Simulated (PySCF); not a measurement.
W(O)2(F)(NH2) (FH₂NO₂W), SMILES [NH2][W](=[O])(=[O])[F], multiplicity 1. Atoms are numbered in the order given.

```xyz
7

W      0.0321    -0.0276     0.0000
O      1.0075    -0.1235     1.3926
O      1.0075    -0.1235    -1.3926
F     -1.2433    -1.4000     0.0000
N     -0.7811     1.7218     0.0000
H     -0.9193     2.2814     0.8381
H     -0.9193     2.2814    -0.8381
```

Geometry: PBE0-D3(BJ)/def2-SVP. The spin state was assumed, not searched. The structure was generated by enumeration; whether it is a known compound was not checked. The def2 effective core potentials stand for the cores of W; spin–orbit coupling is left out. Other conformers were not sampled.

Level of theory: PBE/def2-TZVP run with PySCF.

Symmetry labels are those of the subgroup Cs that the program uses (full group Cs).

Computed valence orbital energies around the gap with their symmetry:
| orbital | symmetry | energy (eV) |
|---|---|---|
| HOMO−7 | A' | -10.90 |
| HOMO−6 | A' | -10.06 |
| HOMO−5 | A" | -9.75 |
| HOMO−4 | A" | -9.04 |
| HOMO−3 | A' | -9.00 |
| HOMO−2 | A' | -8.47 |
| HOMO−1 | A' | -7.55 |
| HOMO | A" | -7.49 |
| LUMO | A" | -2.55 |
| LUMO+1 | A' | -2.37 |
| LUMO+2 | A' | -1.26 |
| LUMO+3 | A' | -1.17 |
